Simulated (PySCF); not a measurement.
SMILES F[C](F)([Ga]([C](F)(F)F)[F])F at its CAM-B3LYP/def2-SVP optimised geometry (Å):

```
10

Ga     0.1690     0.0415     0.0000
C     -0.6952     1.8493     0.0000
F     -0.8579     2.2817     1.2602
F     -1.9073     1.8168    -0.5709
F      0.0303     2.7630    -0.6479
C     -0.7088    -1.7590     0.0554
F      0.1682    -2.7630     0.0486
F     -1.5264    -1.9277    -0.9943
F     -1.4541    -1.8796     1.1657
F      1.9073     0.0415     0.0000
```

Calculation: PySCF with CAM-B3LYP/def2-TZVP. Cells within 0.4 Å of a nucleus heavier than hydrogen are left out (blank, or x).

Map of the HOMO amplitude (bohr^(-3/2)) on the plane z = 1.0 Å; orbital energy -10.74 eV, overall sign arbitrary:

```
|6666666666666666666666666666666|
|6666666666666666666666666666666|
|6666666666666666666666666666666|
|6666666666666666666666666666666|
|6666666666666666666666666666666|
|6666666666677766666666666666666|
|6666666666778766666666666666666|
|6666666666789766666666666666666|
|666666666667xx45666666666666666|
|6666666666651035666666666666666|
|6666666666654456666666666666666|
|6666666666666677766665556666666|
|6666666666666777776655555666666|
|6666666666666777766655555666666|
|6666666666666666666655556666666|
|6666666666666655556666666666666|
|6666666666655544555666666666666|
|6666666666665444455666666666666|
|6666666666665444455666666666666|
|6666665566897544455666666666666|
|6666655555xx9654555666666666666|
|6666655553xx8655566666666666666|
|6666655543235666666666666666666|
|6666655554445556666666666666666|
|6666665555555555556666666666666|
|6666665555555555555666666666666|
|6666666555555555555666666666666|
|6666666665555555555666666666666|
|6666666666665555556666666666666|
|6666666666666666666666666666666|
|6666666666666666666666666666666|
```
Scale: ten equal steps from -0.137 (start of '0') to 0.087 (end of '9'), in the order '0123456789'; x runs from -5.00 to 5.00, y from -5.00 (bottom) to 5.00 (top).
